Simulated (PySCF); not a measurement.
# Polarisability and C₆ of W (tungsten, neutral)

[Xe] 4f14 5d4 6s2, high-spin 5D determinant. All numbers are calculated (PySCF 2.14, scalar relativity through the core potential, in aug-cc-pVQZ-PP with ECP60MDF (7s7p6d4f3g2h, 135 functions)). Coupled (time-dependent) response in atomic units; α is the mean over directions.

| method | mean α (bohr³) | α xx, yy, zz | C₆ (like pair) | S(−4) |
| --- | --- | --- | --- | --- |
| BHandHLYP | 74.29 | 75.57, 75.57, 71.75 | 917.8 | 2093 |

S(−4) is the Cauchy moment in α(ω) = α(0) + S(−4) ω² + …

Reference α: 68 ± 15 bohr³ (recommended; Schwerdtfeger and Nagle, table of static dipole polarizabilities (2023 update)). Published C₆: 757.0 (Gould and Bucko (2016)).

Spin-orbit coupling is absent.

α(iu) at BHandHLYP:

```csv
u (hartree),α(iu) (bohr³)
0,74.29
0.0500,69.51
0.100,58.90
0.200,38.71
0.300,26.40
0.500,14.88
0.750,9.087
1.00,6.300
1.50,3.653
2.00,2.412
3.00,1.277
5.00,0.5271
```

A single London oscillator, α(iu) = α/(1 + u²/ω²), gives C₆ = (3/4) ω α². Matching the computed C₆ needs ω = 4 × 917.8 / (3 × 74.29²) = 0.222 hartree.

The components differ because the open shell of this determinant is not spherical; for a pure term their mean is the scalar polarisability.

Energies and moments cover only the electrons outside the core potential. Spin-orbit coupling, absent here, splits the open shell strongly.
